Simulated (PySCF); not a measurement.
Species: 2-ethylbenzenethiol, C₈H₁₀S.
Bonds: C1–C2, C2–C3, C3–C4 (aromatic), C4–C5 (aromatic), C5–C6 (aromatic), C6–C7 (aromatic), C7–C8 (aromatic), C8–S9, C3–C8 (aromatic). Hydrogens: H10, H11, H12 on C1; H13, H14 on C2; H15 on C4; H16 on C5; H17 on C6; H18 on C7; H19 on S9.

Computed with PBE0-D3(BJ)/def2-SVP geometry optimisation, gas phase in PySCF 2.14.0.

(1) What internal coordinates does the optimisation give?

Answers

(1) 
| bond | length (pm) |
| --- | --- |
| C1–C2 | 152.8 |
| C2–C3 | 150.5 |
| C3–C4 | 139.8 |
| C4–C5 | 139.2 |
| C5–C6 | 139.3 |
| C6–C7 | 139.1 |
| C7–C8 | 140.0 |
| C8–S9 | 177.2 |
| C3–C8 | 140.8 |
| C1–H10, C1–H11, C1–H12 | 110.1 |
| C2–H13, C2–H14 | 110.3 |
| C4–H15 | 109.4 |
| C5–H16 | 109.2 |
| C6–H17 | 109.3 |
| C7–H18 | 109.3 |
| S9–H19 | 134.8 |

Bonds in one row agree within 1 pm and their mean is given. A selection of angles:
| angle | degrees |
| --- | --- |
| C1–C2–C3 | 112.9 |
| C2–C3–C4 | 120.5 |
| C2–C3–C8 | 121.5 |
| C4–C3–C8 | 118.0 |
| C3–C4–C5 | 122.0 |
| C4–C5–C6 | 119.3 |
| C5–C6–C7 | 120.0 |
| C6–C7–C8 | 120.5 |
| C7–C8–S9 | 121.6 |
| C3–C8–C7 | 120.2 |
| C3–C8–S9 | 118.2 |
| H19–S9–C8 | 96.0 |

Dihedral angles: C1–C2–C3–C4 95° (anticlinal); H19–S9–C8–C7 2° (synperiplanar). The mirror-image conformer, all signs reversed, is as good.

The 8 C–C bonds span 1.391 Å (C6–C7, aromatic) to 1.528 Å (C1–C2, drawn single), a spread of 0.137 Å. The 6-membered ring C3–C4–C5–C6–C7–C8 has internal angles of 118.0° to 122.0° (sum 720°, against 720° for a flat polygon); it is planar, 0.00 Å rms from its mean plane, widest ring torsion 0°. Of the pairs four or more bonds apart, S9···H14 is among the closest relative to their van der Waals radii: 2.65 Å, 88 % of the sum of Bondi's values.

Point group: C1 (no symmetry element, even within 0.4 Å). No frequency check. The numbers are those of one conformer (C1–C2–C3–C4 95°, C7–C8–S9–H 2°).
